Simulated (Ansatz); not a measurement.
Geometry optimisation, UKS BHLYP/def2-SVP in Ansatz.

input.yaml

```yaml
crystal:
  periodic: [false, false, false]
  atoms:
    - { symbol: B, position_ang: [-0.364301, -1.492728, 0.354951] }
    - { symbol: Si, position_ang: [0.639454, 1.316632, -0.940428] }
    - { symbol: H, position_ang: [-1.323537, -1.250951, -0.309624] }
    - { symbol: H, position_ang: [0.617624, -2.018578, -0.069559] }
    - { symbol: H, position_ang: [0.433606, 0.402297, 0.163855] }
    - { symbol: Se, position_ang: [-0.386851, -1.209711, 2.330807] }
    - { symbol: H, position_ang: [1.854653, 2.124523, -0.683664] }
    - { symbol: H, position_ang: [-0.539429, 2.206059, -1.044263] }
    - { symbol: H, position_ang: [0.799403, 0.558629, -2.201633] }
    - { symbol: H, position_ang: [-1.730724, -0.636273, 2.399358] }
magnetization:
  spin_polarized: true
basis:
  gaussian: { orbitals: def2-SVP }
hamiltonian:
  xc: { name: BHLYP }
relax:
  f_tol: 0.03
  max_steps: 50
```

Command:

```bash
$ ansatz run input.yaml --threads 4 --pin off --max-ram 5120MiB --backend cpu --events-out ev --progress --plain --runs-dir out
```

Question: Where does it end, and by what steps?

Answer: The run converged. The force dipped under the threshold on the way, but the program's further checks kept it going. After 8 steps the energy has fallen by 0.238 eV; Se6 moved furthest, 0.71 Å.

```json
{"step": "0", "energy less start (eV)": "0.0000", "largest force component (eV/Å)": "1.351", "accepted": "yes"}
{"step": "1", "energy less start (eV)": "-0.1452", "largest force component (eV/Å)": "0.557", "accepted": "yes"}
{"step": "2", "energy less start (eV)": "-0.2049", "largest force component (eV/Å)": "0.128", "accepted": "yes"}
{"step": "3", "energy less start (eV)": "-0.1498", "largest force component (eV/Å)": "1.076", "accepted": "no"}
{"step": "4", "energy less start (eV)": "-0.2216", "largest force component (eV/Å)": "0.070", "accepted": "yes"}
{"step": "5", "energy less start (eV)": "-0.2312", "largest force component (eV/Å)": "0.044", "accepted": "yes"}
{"step": "6", "energy less start (eV)": "-0.2360", "largest force component (eV/Å)": "0.026", "accepted": "yes"}
{"step": "7", "energy less start (eV)": "-0.2374", "largest force component (eV/Å)": "0.013", "accepted": "yes"}
{"step": "8", "energy less start (eV)": "-0.2378", "largest force component (eV/Å)": "0.013", "accepted": "yes"}
```

```xyz
10
Properties=species:S:1:pos:R:3
B -0.582 -1.920 0.742
Si 0.862 1.760 -1.295
H -1.471 -1.531 0.050
H 0.408 -2.420 0.302
H 0.716 0.827 -0.154
Se -0.674 -1.783 2.638
H 2.065 2.599 -1.093
H -0.337 2.626 -1.377
H 1.001 0.988 -2.550
H -1.987 -1.146 2.736
```

Whether the end is a true minimum wasn't checked by a vibrational analysis.

Run time: 31 s on 4 threads of Arm Neoverse N1, with other jobs on the host, peak memory 0.3 GiB.
